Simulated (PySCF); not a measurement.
Harmonic spectrum computed at PBE0 in the def2-TZVP basis family (core potentials from Rb on, PySCF, no spin–orbit coupling):

| symmetry | ω (cm⁻¹) | IR (km/mol, summed over degenerate members) |
| --- | --- | --- |
| πu | 320 | 616 |
| σu+ | 1624 | 690 |
| σg+ | 1692 | 0.0 |

Which molecule gave it? In each, all ligands are bound to the one heavy central atom.
A. MnH₂ (sextet)
B. CrH₂ (quintet)
C. TcH₂ (sextet)
D. FeH₂ (quintet)

A. It has D∞h symmetry with Mn–H 1.692 Å (×2).
